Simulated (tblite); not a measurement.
C₄H₈O₂Si.
Atom-mapped SMILES: `[CH3:1][O:2][SiH2:3][CH2:4][CH:5]=[C:6]=[O:7]` (hydrogens: H8, H9, H10 on C1; H11, H12 on Si3; H13, H14 on C4; H15 on C5)

Computed with GFN2-xTB (tblite), gas phase: L-BFGS steps from a force-field or distance-geometry start until the largest atomic force falls under 0.01 eV/Å.

Step 10: E = -612.2945 eV
```
atom  x, y, z in Å  |  force x, y, z in eV/Å
C1     -2.5297    0.5206    0.8733    0.030  -0.008   0.000
O2     -1.2563   -0.0450    0.7101   -0.062   0.060  -0.073
Si3    -0.5717   -0.1848   -0.7574   -0.020  -0.009  -0.048
C4      1.1632   -0.9530   -0.5866   -0.069   0.066  -0.079
C5      2.1137   -0.1677    0.2717   -0.016   0.022   0.020
C6      3.0192    0.6356   -0.1770    0.081   0.056   0.030
O7      3.8582    1.3525   -0.5646   -0.085  -0.059  -0.006
H8     -2.5434    1.5517    0.5069    0.020  -0.047   0.095
H9     -2.7783    0.5021    1.9350    0.011  -0.003  -0.056
H10    -3.2784   -0.0403    0.3051    0.053  -0.009   0.108
H11    -0.4827    1.1495   -1.3738    0.022  -0.115  -0.016
H12    -1.4000   -1.0807   -1.5839    0.057   0.080  -0.027
H13     1.5493   -0.9864   -1.6031    0.072  -0.079  -0.031
H14     1.1268   -1.9782   -0.2216   -0.060   0.010   0.016
H15     2.0057   -0.2679    1.3374   -0.033   0.037   0.068
```

Step 11: E = -612.2975 eV
```
atom  x, y, z in Å  |  force x, y, z in eV/Å
C1     -2.5260    0.5199    0.8716    0.005  -0.003   0.049
O2     -1.2532   -0.0424    0.7049   -0.053   0.052  -0.124
Si3    -0.5726   -0.1833   -0.7640    0.010  -0.018  -0.049
C4      1.1615   -0.9527   -0.5847   -0.087   0.037  -0.070
C5      2.1087   -0.1652    0.2766   -0.007   0.015  -0.015
C6      3.0159    0.6342   -0.1766    0.013   0.002   0.091
O7      3.8547    1.3491   -0.5651   -0.017  -0.002  -0.047
H8     -2.5458    1.5542    0.5147    0.027  -0.066   0.057
H9     -2.7650    0.4959    1.9334   -0.027   0.007   0.025
H10    -3.2802   -0.0428    0.3125    0.075   0.005   0.071
H11    -0.4777    1.1502   -1.3819    0.013  -0.122  -0.012
H12    -1.3977   -1.0802   -1.5935    0.057   0.091  -0.014
H13     1.5463   -0.9880   -1.6024    0.095  -0.076   0.006
H14     1.1247   -1.9783   -0.2173   -0.062   0.045  -0.002
H15     2.0019   -0.2626    1.3433   -0.042   0.033   0.035
```

**Question.** Estimate the geometry and energy of step 12. (The exact step hangs on the optimiser's Hessian estimate; all steps are aligned on step 11, rigid shifts and turns removed.)

**Answer.** E = -612.3009 eV, largest force 0.149 eV/Å
```
atom  x, y, z in Å  |  force x, y, z in eV/Å
C1     -2.5218    0.5190    0.8708   -0.021   0.002   0.096
O2     -1.2505   -0.0386    0.6965   -0.019   0.027  -0.136
Si3    -0.5736   -0.1819   -0.7724    0.045  -0.024  -0.046
C4      1.1582   -0.9517   -0.5836   -0.055   0.001  -0.039
C5      2.1026   -0.1623    0.2820   -0.005   0.007  -0.037
C6      3.0124    0.6327   -0.1744   -0.058  -0.049   0.128
O7      3.8505    1.3452   -0.5665    0.046   0.047  -0.076
H8     -2.5480    1.5557    0.5245    0.025  -0.054   0.009
H9     -2.7504    0.4891    1.9324   -0.057   0.012   0.121
H10    -3.2808   -0.0455    0.3220    0.069   0.008   0.017
H11    -0.4717    1.1488   -1.3913    0.006  -0.094  -0.025
H12    -1.3941   -1.0779   -1.6046    0.035   0.077  -0.021
H13     1.5448   -0.9912   -1.6015    0.109  -0.066   0.045
H14     1.1212   -1.9773   -0.2126   -0.067   0.078  -0.019
H15     1.9967   -0.2559    1.3503   -0.054   0.025  -0.016
```

The energy changes by -0.0034 eV. The first-order estimate −F·Δx gives -0.0045 eV and the mean of the old and new forces, exact on a quadratic surface, -0.0034 eV. The step makes an angle of 68° with the force vector and moves no atom by more than 0.016 Å.

The cost below is that of the whole relaxation. On one thread, Arm Neoverse V1 (aarch64), shared host, this took 0.56 s of wall time.
